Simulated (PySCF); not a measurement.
## [CeH3(NH3)]+: from a saddle point downhill

PySCF 2.14.0, RKS PBE0, Ce lcecp-2-SVP with ECP46, H def2-SVP, N def2-SVP; non-relativistic Hamiltonian with scalar-relativistic core potentials where named; density fitting; no spin-orbit coupling. Relaxed within the symmetry of its start, the geometry (C3v) is

```xyz
8

Ce    0.1528   -0.1528    0.1528
H     1.2170    1.0525    1.2170
H    -1.0525   -1.2170    1.2170
H     1.2170   -1.2170   -1.0525
N    -1.2945    1.2945   -1.2945
H    -1.9181    1.9181   -0.7664
H    -0.7664    1.9181   -1.9181
H    -1.9181    0.7664   -1.9181
```

and its lowest harmonic modes are -68, 180, 180, 339, 459, 610 cm⁻¹ (negative: unstable). It was moved along the lowest mode and relaxed again, within the group C3 that the move left.

**Question.** Where does it end, and how much lower?

**Answer.** In nearly C3v, 0.024 eV lower, after 17 steps:
```xyz
8

Ce    0.1499   -0.1499    0.1499
H     1.4691    1.0267    0.9227
H    -1.0267   -0.9227    1.4691
H     0.9227   -1.4691   -1.0267
N    -1.2899    1.2899   -1.2899
H    -2.2758    1.3142   -0.9979
H    -0.9979    2.2758   -1.3142
H    -1.3142    0.9979   -2.2758
```

**Question.** How do the contacts change?

**Answer.** 
| contact | saddle (Å) | end (Å) |
| --- | --- | --- |
| Ce1–H2 (H) | 1.928 | 1.929 |
| Ce1–H3 (H) | 1.928 | 1.929 |
| Ce1–H4 (H) | 1.928 | 1.929 |
| Ce1–N5 (NH3) | 2.507 | 2.494 |


**Question.** Is the end a minimum?

**Answer.** Yes; lowest modes 140, 177, 177, 339, 462, 608 cm⁻¹.

State: singlet in the valence, with the 4f electrons in the core potential.
